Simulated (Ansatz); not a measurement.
Geometry optimisation, Ansatz, RKS LDA/def2-SVP.

Input file:

```yaml
crystal:
  periodic: [false, false, false]
  atoms:
    - { symbol: Ge, position_ang: [0.25537, -0.00425, 0.048064] }
    - { symbol: C, position_ang: [0.917971, -0.015042, 1.871217] }
    - { symbol: H, position_ang: [0.17733, -0.13087, 2.688388] }
    - { symbol: H, position_ang: [1.650325, -0.842087, 1.945256] }
    - { symbol: H, position_ang: [1.449697, 0.944434, 2.022115] }
    - { symbol: H, position_ang: [1.736868, 0.143127, -0.332029] }
    - { symbol: H, position_ang: [-0.593791, 1.224879, -0.324232] }
    - { symbol: H, position_ang: [-0.381269, -1.320192, -0.43758] }
basis:
  gaussian: { orbitals: def2-SVP }
hamiltonian:
  xc: lda
relax:
  f_tol: 0.03
  max_steps: 50
```

Launched with:

```bash
$ ansatz run input.yaml --threads 1 --pin off --max-ram 2048MiB --backend cpu --events-out ev --progress --plain --runs-dir out
```

Task: Where does it end, and by what steps?

Result: The run converged. After 4 steps the energy has fallen by 0.361 eV; H6 moved furthest, 0.52 Å.

| step | energy less start (eV) | largest force component (eV/Å) | accepted |
| --- | --- | --- | --- |
| 0 | 0.0000 | 1.162 | yes |
| 1 | -0.2284 | 0.424 | yes |
| 2 | -0.3226 | 0.372 | yes |
| 3 | -0.3599 | 0.125 | yes |
| 4 | -0.3609 | 0.023 | yes |

```xyz
8
Properties=species:S:1:pos:R:3
Ge 0.407 0.013 0.058
C 0.927 -0.015 1.925
H 0.034 -0.130 2.572
H 1.617 -0.861 2.119
H 1.441 0.930 2.195
H 1.651 0.164 -0.847
H -0.547 1.196 -0.221
H -0.317 -1.299 -0.322
```

Whether the end is a true minimum wasn't checked by a vibrational analysis.

Run time: 6.8 s on 1 thread of Arm Neoverse V1, with other jobs on the host, peak memory 0.13 GiB.
